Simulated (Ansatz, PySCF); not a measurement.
Molecule: O₂, net charge 2, singlet state. 
Structure (B3LYP-D3(BJ)/def2-TZVP (Ansatz, a first-principles code) minimum search):
```
O
O 1 1.0325
```
Charge +2, spin multiplicity 1.

Quantity: vertical ionisation energy (to the doublet state of charge +3; each state is the SCF solution reached for its spin; for the doublet the Hartree-Fock reference is unstable and T1 is 0.024; for the singlet the Hartree-Fock reference is unstable and T1 is 0.014), in eV. Valence correlation only, unless marked. UHF or UKS for open shells. No spin-orbit coupling. No relativistic terms.  The program attaches cautions to a run behind CCSD/aug-cc-pVDZ: large difference. The program attaches cautions to a run behind CCSD/def2-SVPD: large difference. The program attaches cautions to a run behind CCSD/aug-cc-pVTZ: large difference. The program attaches cautions to a run behind CCSD/def2-TZVPPD: large difference. The program attaches cautions to a run behind CCSD/aug-cc-pVQZ: large difference. The program attaches cautions to a run behind CCSD/def2-QZVPPD: large difference. The program attaches cautions to a run behind CCSD(T)/aug-cc-pVDZ: large difference. The program attaches cautions to a run behind CCSD(T)/def2-SVPD: large difference. The program attaches cautions to a run behind CCSD(T)/def2-TZVPPD: large difference. The program attaches cautions to a run behind CCSD(T)/aug-cc-pVQZ: large difference. The program attaches cautions to a run behind CCSD(T)/def2-QZVPPD: large difference.

```json
[
 {"level": "SVWN5/def2-TZVPD", "program": "Ansatz", "vertical ionisation energy (eV)": "46.77"},
 {"level": "PBE/def2-TZVPD", "program": "Ansatz", "vertical ionisation energy (eV)": "46.59"},
 {"level": "r2SCAN/def2-TZVPD", "program": "Ansatz", "vertical ionisation energy (eV)": "46.90"},
 {"level": "B3LYP/def2-TZVPD", "program": "Ansatz", "vertical ionisation energy (eV)": "47.13"},
 {"level": "PBE0/def2-TZVPD", "program": "Ansatz", "vertical ionisation energy (eV)": "47.07"},
 {"level": "BHLYP/def2-TZVPD", "program": "Ansatz", "vertical ionisation energy (eV)": "47.47"},
 {"level": "CAM-B3LYP/def2-TZVPD", "program": "Ansatz", "vertical ionisation energy (eV)": "47.24"},
 {"level": "wB97M-V/def2-TZVPD", "program": "Ansatz", "vertical ionisation energy (eV)": "47.16"},
 {"level": "wB97X-V/def2-TZVPD", "program": "Ansatz", "vertical ionisation energy (eV)": "47.11"},
 {"level": "CCSD/aug-cc-pVDZ", "program": "Ansatz", "vertical ionisation energy (eV)": "46.55"},
 {"level": "CCSD/def2-SVPD", "program": "Ansatz", "vertical ionisation energy (eV)": "46.52"},
 {"level": "CCSD/aug-cc-pVTZ", "program": "Ansatz", "vertical ionisation energy (eV)": "46.81"},
 {"level": "CCSD/def2-TZVPPD", "program": "Ansatz", "vertical ionisation energy (eV)": "46.81"},
 {"level": "CCSD/aug-cc-pVQZ", "program": "Ansatz", "vertical ionisation energy (eV)": "46.90"},
 {"level": "CCSD/def2-QZVPPD", "program": "Ansatz", "vertical ionisation energy (eV)": "46.89"},
 {"level": "CCSD(T)/aug-cc-pVDZ", "program": "Ansatz", "vertical ionisation energy (eV)": "46.40"},
 {"level": "CCSD(T)/def2-SVPD", "program": "Ansatz", "vertical ionisation energy (eV)": "46.36"},
 {"level": "CCSD(T)/def2-TZVPPD", "program": "Ansatz", "vertical ionisation energy (eV)": "46.64"},
 {"level": "CCSD(T)/aug-cc-pVQZ", "program": "Ansatz", "vertical ionisation energy (eV)": "46.73"},
 {"level": "CCSD(T)/def2-QZVPPD", "program": "Ansatz", "vertical ionisation energy (eV)": "46.72"}
]
```

For comparison, minus the highest occupied orbital energy (PySCF): 47.77 eV at HF/def2-TZVPD, 42.46 eV at PW6B95/def2-TZVPD, 39.96 eV at TPSS/def2-TZVPD.
